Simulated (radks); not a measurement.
The numbers below are computed, except where a source is named.
Orbital eigenvalues (eV) of neutral samarium, [Xe] 4f6 6s2, at several levels of relativity; Dirac values are averaged over j with weights 2j + 1. Spin-unpolarised spherical Kohn-Sham, PBE, point nucleus unless stated (finite: rms radius 5.0819 fm), a radial shooting solver on a logarithmic mesh with Libxc functionals. A level marked "c x" has the speed of light scaled by that factor and shares open shells by 2j + 1; other Dirac levels either fill j = l - 1/2 first or share by 2j + 1.

| shell | non-rel. | scalar-rel. | Dirac, c x 0.85 | Dirac, c x 5 | change of magnitude, last against first (%) |
|---|---|---|---|---|---|
| 2s | -6957.5 | -7628.0 | -7920.3 | -6980.9 | +0.34 |
| 2p | -6607.1 | -6804.0 | -6911.0 | -6614.7 | +0.12 |
| 3s | -1517.9 | -1671.3 | -1738.1 | -1523.3 | +0.35 |
| 3p | -1363.4 | -1413.7 | -1439.7 | -1365.4 | +0.14 |
| 3d | -1075.7 | -1065.2 | -1058.2 | -1075.2 | -0.04 |
| 4s | -296.01 | -332.09 | -348.24 | -297.26 | +0.42 |
| 4p | -236.53 | -247.47 | -253.53 | -236.95 | +0.18 |
| 4d | -131.13 | -128.80 | -127.66 | -131.03 | -0.08 |
| 5s | -38.245 | -43.270 | -45.724 | -38.410 | +0.43 |
| 5p | -22.656 | -23.232 | -23.807 | -22.675 | +0.08 |
| 4f | -5.7062 | -2.4716 | -1.3802 | -5.5690 | -2.40 |
| 6s | -3.3754 | -3.5829 | -3.7125 | -3.3817 | +0.19 |
